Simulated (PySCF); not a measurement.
# One molecule, several mistakes: BC2H5O

These are calculations, not measurements. The program is PySCF 2.14.0, an open-source quantum chemistry code, run on an isolated molecule that a program drew, which may never have been made. The molecule is BC2H5O (charge 0, singlet), drawn as the SMILES string `CC=BO`.

Each row is a Hartree-Fock (HF) and frozen-core CCSD(T) single point in the cc-pVDZ basis, meant for a local HF minimum. Run 1 is clean. Each other run has one planted mistake out of seven kinds, and not every kind appears here: one electron removed, one electron added, multiplicity raised by two, geometry at a saddle point, minimal basis STO-3G, one bond length entered in bohr, all coordinates scaled. The reference is restricted for singlets and unrestricted otherwise, and also for a bond in bohr. Adding or removing an electron swaps singlet and doublet. Electrons count all cores. HOMO and LUMO are orbital energies over both spins, the gradient is its largest component, and the lowest frequency (negative if imaginary) is given only where the gradient is small. Bond lengths are over the 8 bonds as drawn. T1 is the CCSD diagnostic: over 0.02 (restricted) or 0.045 (unrestricted) a single reference is doubtful.

Geometry of the clean run:
```xyz
9
BC2H5O, angstrom
C     0.9264    1.0683   -1.4189
C     1.1550    1.5288    0.0037
B     0.6823    2.6866    0.6044
O     0.2375    3.7727    1.2000
H     1.8698    0.9579   -1.9624
H     0.3086    1.7720   -1.9813
H     0.4211    0.0984   -1.4494
H     1.7533    0.8771    0.6367
H     0.8147    4.5219    1.1341
```

| run | electrons | basis functions | <S^2> | HOMO (eV) | LUMO (eV) | gradient (hartree/bohr) | lowest frequency (cm^-1) | mean bond (Å) | longest bond (Å) | T1 | HF (hartree) | CCSD(T) (hartree) | mistake |
|---|---|---|---|---|---|---|---|---|---|---|---|---|---|
| 1 | 30 | 81 | 0.000 | -8.01 | 4.06 | 2.2e-05 | 172 | 1.1916 | 1.513 | 0.0127 | -178.19477 | -178.78935 | no fault |
| 2 | 30 | 81 | 1.024 | -9.37 | 0.88 | 1.9e-01 | - | 1.2970 | 1.792 | 0.0279 | -178.10303 | -178.68657 | one bond length entered in bohr |
| 3 | 30 | 25 | 0.000 | -5.87 | 8.78 | 4.3e-02 | - | 1.1916 | 1.513 | 0.0157 | -175.89345 | -176.14306 | minimal basis STO-3G |
| 4 | 30 | 81 | 0.000 | -8.02 | 4.50 | 9.5e-02 | - | 1.1082 | 1.407 | 0.0109 | -178.14000 | -178.71792 | all coordinates scaled |
| 5 | 30 | 81 | 2.012 | -4.54 | 1.61 | 6.9e-02 | - | 1.1916 | 1.513 | 0.0154 | -178.08001 | -178.64586 | multiplicity raised by two |
| 6 | 29 | 81 | 0.757 | -17.23 | -5.57 | 1.1e-01 | - | 1.1916 | 1.513 | 0.0170 | -177.94931 | -178.50338 | ? |

**Which mistake was planted in run 6, and what did it cost?**

It counts 29 electrons, one fewer than the clean run, at the same geometry and basis. So the mistake is: one electron removed. Subtracting run 1 and multiplying by 627.51 kcal/mol a hartree, the energy moved by 154.0 kcal/mol in HF and 179.4 kcal/mol in CCSD(T).

